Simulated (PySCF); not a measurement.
borohydride (BH4), SMILES [BH4-], charge -1. Atoms are numbered in the order given.

```xyz
5

B      0.0000     0.0000     0.0000
H      0.7144    -0.7144    -0.7144
H     -0.7144    -0.7144     0.7144
H     -0.7144     0.7144    -0.7144
H      0.7144     0.7144     0.7144
```
Charge -1, spin multiplicity 1.

Coordinates come from a B3LYP-D3(BJ)/def2-TZVPD optimisation.

The numbers are results of PBE0/pcJ-1 (PySCF), not measurements.

Isotropic couplings with Fermi-contact, spin-dipole and both spin-orbit terms, one fixed conformer, no vibrational averaging. Isotopes: 11B, 1H.

Computed spin–spin coupling constants:
```csv
pair,bonds apart,J (Hz)
B1–H2,1,81.3
B1–H3,1,81.3
B1–H4,1,81.3
B1–H5,1,81.3
H2–H3,2,-12.5
H2–H4,2,-12.5
H2–H5,2,-12.5
H3–H4,2,-12.5
H3–H5,2,-12.5
H4–H5,2,-12.5
```
